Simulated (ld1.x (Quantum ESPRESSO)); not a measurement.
cadmium (Cd), TM: configuration errors across variants

- Element: cadmium
- Generator: ld1.x (Quantum ESPRESSO) 7.5
- Type: norm-conserving Troullier–Martins (Kleinman–Bylander form)
- Functional: PBE
- Relativity: fully relativistic
- Frozen core: [Ar] 3d10 4s2
- Valence charge: 18
- Reference configuration: 4p6 4d10 5s1.5 5p0 (charge +0.5)
- Partial waves: 5s (bound): rc 1.75 bohr; 4p (bound): rc 1.00 bohr; 4d (bound): rc 1.85 bohr
- Local potential: all-electron potential smoothed inside 0.95 bohr (lloc = -1)
- Core correction: a·sin(br)/r model core inside 0.55 bohr

Open shells are filled in proportion to 2j + 1 (rel_dist='average').

All-electron excitation energies from the reference (eV): (1) 4p6 4d10 5s2 5p0 -3.711; (2) 4p6 4d10 5s1 5p0 5.562; (3) 4p6 4d10 5s0 5p0 22.690; (4) 4p6 4d10 5s0 5p1 11.331; (5) 4p6 4d10 5s1 5p1 0.948.

Tests that are not counted but printed errors over 1 eV. “base”: 4p6 4d9 5s2 5p0 (solver errors, printed error -2527 eV); 4p5 4d10 5s2 5p0 (solver errors, printed error -2537 eV). “wave 4d (bound): rc 1.85 bohr becomes 4d (bound): rc 1.26 bohr”: 4p6 4d9 5s2 5p0 (solver errors, printed error -17.2 eV); 4p5 4d10 5s2 5p0 (solver errors, printed error -11.3 eV). “wave 4d (bound): rc 1.85 bohr becomes 4d (bound): rc 1.36 bohr”: 4p6 4d9 5s2 5p0 (solver errors, printed error -17.2 eV); 4p5 4d10 5s2 5p0 (solver errors, printed error -17.3 eV). “wave 4d (bound): rc 1.85 bohr becomes 4d (bound): rc 1.60 bohr”: 4p6 4d9 5s2 5p0 (solver errors, printed error -17.2 eV); 4p5 4d10 5s2 5p0 (solver errors, printed error -14.3 eV). “wave 4d (bound): rc 1.85 bohr becomes 4d (bound): rc 1.78 bohr”: 4p6 4d9 5s2 5p0 (solver errors, printed error -2828 eV); 4p5 4d10 5s2 5p0 (solver errors, printed error -17.4 eV).

A true bound ghost makes a file unfit for plane-wave use even where its test errors are small: the radial tests pick states by their node count and pass the ghost by. Where a test does run into it, the solver fails or the error is huge.

Errors AE − PS in meV (a dash: test not solved or not reliable):

```tsv
change	(1)	(2)	(3)	(4)	(5)	bound ghosts
base	+1.5	+1.2	-11	+63	+39	s
wave 4d (bound): rc 1.85 bohr becomes 4d (bound): rc 1.26 bohr	+1.5	+1.1	-13	+62	+39	s
wave 4d (bound): rc 1.85 bohr becomes 4d (bound): rc 1.36 bohr	+1.5	+1.1	-13	+62	+39	s
wave 4d (bound): rc 1.85 bohr becomes 4d (bound): rc 1.60 bohr	+1.5	+1.1	-12	+62	+39	s
wave 4d (bound): rc 1.85 bohr becomes 4d (bound): rc 1.78 bohr	+1.5	+1.2	-11	+63	+39	s
wave 4d (bound): rc 1.85 bohr becomes 4d (bound): rc 1.98 bohr	+1.6	+1.3	-10	+63	+39	s
wave 4d (bound): rc 1.85 bohr becomes 4d (bound): rc 2.24 bohr	+1.7	+1.3	-11	+63	+39	s
wave 4d (bound): rc 1.85 bohr becomes 4d (bound): rc 2.36 bohr	+1.6	+1.1	-14	+63	+39	s
wave 4d (bound): rc 1.85 bohr becomes 4d (bound): rc 2.60 bohr	+1.4	+0.6	-25	+60	+39	s
```

Problem. Give the same row for: wave 4d (bound): rc 1.85 bohr becomes 4d (bound): rc 2.76 bohr.

Solution. +1.2, 0.0, -35, +58, +39; bound ghosts: s. Not counted: 4p6 4d9 5s2 5p0 (solver errors, printed error -3323 eV); 4p5 4d10 5s2 5p0 (solver errors, printed error -2585 eV).
